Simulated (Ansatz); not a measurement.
**Counterpoise correction, worked out**

The pair of Br⁻ (SMILES [Br-], atom 1) and C$_{2}$H$_{2}$ (SMILES C#C, atoms 2–5), both closed shells, in one local arrangement (a lower one may exist), relaxed at PBE0-D4/def2-TZVPD:

Br1  (-0.091, 2.087, -2.555)
C2  (0.006, -0.146, 0.179)
C3  (0.040, -0.907, 1.110)
H4  (-0.024, 0.544, -0.666)
H5  (0.069, -1.579, 1.933)
(Å)

Ansatz 0.2.0; basis: def2-TZVPPD; cores frozen in the correlated methods. Filled d shells of the heavier atoms are correlated. The def2 sets are not built for correlating such inner shells, so the correlated values are less sure here.

CCSD(T) total energies in eV:

| system | geometry | basis functions | energy |
| --- | --- | --- | --- |
| pair | pair | all | -72109.93616 |
| Br⁻ | as in the pair | all (partner as ghosts) | -70009.13254 |
| C$_{2}$H$_{2}$ | as in the pair | all (partner as ghosts) | -2100.43758 |
| Br⁻ | as in the pair | its own | -70009.07907 |
| C$_{2}$H$_{2}$ | as in the pair | its own | -2100.43407 |
| Br⁻ | free (PBE0-D4 minimum) | its own | -70009.07907 |
| C$_{2}$H$_{2}$ | free (PBE0-D4 minimum) | its own | -2100.44219 |

Problem. Work out the interaction energy with and without the counterpoise correction, the superposition error, and the binding energy from the relaxed fragments.

Solution. Without correction: -72109.93616 − (-70009.07907) − (-2100.43407) = -0.42302 eV.
With correction (each fragment in the whole basis): -72109.93616 − (-70009.13254) − (-2100.43758) = -0.36604 eV = -8.44 kcal/mol.
The superposition error is the difference, 0.05698 eV, 13 % of the uncorrected value: each fragment borrows its partner's functions.
Deformation from the free shapes: 0.00000 eV for Br⁻ and 0.00812 eV for C$_{2}$H$_{2}$.
Binding energy from relaxed fragments: -0.36604 + 0.00000 + 0.00812 = -0.35792 eV = -8.25 kcal/mol (electronic, without zero-point energy; negative means bound). For comparison, the corrected interaction energy by CCSD(T) at an estimated basis limit (MP2 extrapolated from triple and quadruple zeta, plus CCSD(T) − MP2 in triple zeta) is -0.401 eV; triple zeta with the correction binds less.

T1 diagnostic: at most 0.014.

For scale, one of the runs: CCSD(T)/def2-TZVPPD, 165 basis functions, launched by `ansatz run in.yaml --threads 2 --pin off --events-out ev --progress --plain --max-ram 5222MiB`. Hardware: 2 CPU threads of an Arm Neoverse V1, shared host. Wall time 42 s; peak host memory 1.3 GiB.
